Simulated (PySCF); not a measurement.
A PySCF script (with the pyscf-properties extension) for the NMR shieldings of SMILES O=[P@@](C(=C)C)(O)C1CCC1, C7H13O2P, on a GFN2-xTB geometry:

```python
import basis_set_exchange as bse
import numpy as np
from pyscf import gto, dft
from pyscf.prop import nmr

atoms = """
C    -3.056607   -0.785486   -0.512783
C    -2.044793   -0.093835   -0.015565
C    -2.064869    1.363509    0.297606
P    -0.491579   -0.996560    0.307967
O    -0.562079   -2.453780    0.148905
O    -0.126606   -0.602183    1.837034
C     0.823618   -0.174146   -0.679481
C     1.427642    1.116079   -0.106045
C     2.789313    0.416257    0.018242
C     2.178888   -0.881639   -0.530230
H    -2.948036   -1.838669   -0.710052
H    -4.011952   -0.335565   -0.734252
H    -3.064907    1.772934    0.172062
H    -1.379227    1.896745   -0.359602
H    -1.736267    1.525537    1.322909
H    -0.112046   -1.421259    2.335611
H     0.461428   -0.098619   -1.706361
H     1.411670    1.963191   -0.789878
H     1.000716    1.417431    0.847439
H     3.165607    0.343226    1.036400
H     3.566910    0.839839   -0.614238
H     2.156770   -1.707874    0.179747
H     2.611652   -1.238150   -1.462418
"""
names = dict.fromkeys(["C", "P", "O", "H"], "pcSseg-1")
basis = {el: gto.basis.parse(bse.get_basis(n, elements=[el], fmt="nwchem")) for el, n in names.items()}
mol = gto.M(atom=atoms, basis=basis, charge=0, verbose=0)
mf = dft.RKS(mol, xc="PBE0")
mf.grids.level = 2
mf.grids.alignment = dft.numint.BLKSIZE   # the property module wants whole blocks of grid points
mf.conv_tol = 1e-9
mf.kernel()

calc = nmr.RKS(mf)   # GIAO
C = mf.mo_coeff
Co = C[:, mf.mo_occ > 0]
resp = mf.gen_response(singlet=True, hermi=2)
def vind(x):   # induced exchange potential for any number of trial vectors
    d = np.einsum("pi,xij,qj->xpq", C, 2 * x.reshape(-1, C.shape[1], Co.shape[1]), Co, optimize=True)
    return np.einsum("xpq,pi,qj->xij", resp(d - d.transpose(0, 2, 1)), C, Co, optimize=True).ravel()
mo1, _ = nmr.rhf.solve_mo1(calc, with_cphf=vind)
sigma = calc.kernel(mo1)
for i, s in enumerate(sigma):   # ppm
    w = np.linalg.eigvalsh((s + s.T) / 2)
    print("%2d %-2s iso %8.1f  s11 %8.1f  s22 %8.1f  s33 %8.1f" % (i, mol.atom_pure_symbol(i), w.mean(), *w))
```

**Question.** Give the expected output.

**Answer.** 
```
 0 C  iso     53.7  s11    -58.8  s22     60.2  s33    159.7
 1 C  iso     36.4  s11    -76.2  s22     35.0  s33    150.3
 2 C  iso    165.4  s11    154.8  s22    157.0  s33    184.3
 3 P  iso    286.0  s11    211.5  s22    231.6  s33    415.0
 4 O  iso    213.9  s11    159.3  s22    172.9  s33    309.6
 5 O  iso    240.3  s11    170.2  s22    249.6  s33    301.0
 6 C  iso    151.7  s11    138.9  s22    154.0  s33    162.2
 7 C  iso    165.0  s11    152.1  s22    159.1  s33    183.7
 8 C  iso    167.7  s11    155.9  s22    164.6  s33    182.5
 9 C  iso    167.0  s11    151.4  s22    162.7  s33    186.9
10 H  iso     25.5  s11     22.1  s22     23.5  s33     31.0
11 H  iso     25.8  s11     22.7  s22     25.1  s33     29.5
12 H  iso     29.8  s11     25.5  s22     28.0  s33     35.9
13 H  iso     30.0  s11     25.1  s22     30.7  s33     34.4
14 H  iso     29.5  s11     25.0  s22     29.9  s33     33.5
15 H  iso     29.5  s11     22.8  s22     24.4  s33     41.2
16 H  iso     29.3  s11     26.0  s22     29.2  s33     32.6
17 H  iso     29.5  s11     25.5  s22     28.0  s33     35.1
18 H  iso     29.2  s11     25.8  s22     29.3  s33     32.5
19 H  iso     29.5  s11     26.2  s22     27.0  s33     35.4
20 H  iso     29.5  s11     26.0  s22     26.6  s33     36.0
21 H  iso     29.0  s11     25.2  s22     29.1  s33     32.8
22 H  iso     29.3  s11     25.4  s22     26.8  s33     35.7
```

These numbers come from an equivalent density-fitted implementation of the same equations, which agrees with the script to about 0.01 ppm for H and up to a few tenths of a ppm for heavy atoms, so last digits may differ.

Size and cost of the density-fitted run: 242 basis functions, of the order of 2.5 core-minutes.
